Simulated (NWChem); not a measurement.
# Correlation energy of CCl

```xyz
2

C      0.0000     0.0000     1.2387
Cl     0.0000     0.0000    -0.4372
```
Charge 0, spin multiplicity 2.

Program: NWChem. All single points use one geometry, from UPBE/def2-SVP, a minimum by its harmonic frequencies.

Basis set: cc-pVDZ. Each correlation energy counts from its own Hartree-Fock reference.

| method | correlation energy (mHa) |
|---|---|
| URI-MP2 | -219.6 |
| UMP2 | -219.5 |
| SCS-UMP2 | -214.3 |
| CCSD on UHF | -248.6 |
| CCSD[T] on UHF | -257.9 |
| CCSD(T) on UHF | -256.9 |
| CCSD on ROHF | -253.3 |
| CCSD[T] on ROHF | -263.0 |
| CCSD(T) on ROHF | -262.0 |
| CCSDT on ROHF | -262.8 |

The values span 48.7 mHa, from CCSD[T] on ROHF (lowest) to SCS-UMP2 (highest). 

The correlated methods keep 6 core orbitals frozen. This spin state was chosen for the runs; another may lie lower. The structure started from a generated list of species. The unpaired electrons of the parent sit in orbitals of symmetry b1 (C2v labels of the run); other states weren't searched. The stability of the SCF solutions was not checked. Open-shell Hartree-Fock references start from PBE0 orbitals. Coupled-cluster values serve here as a point of comparison, not as the truth.
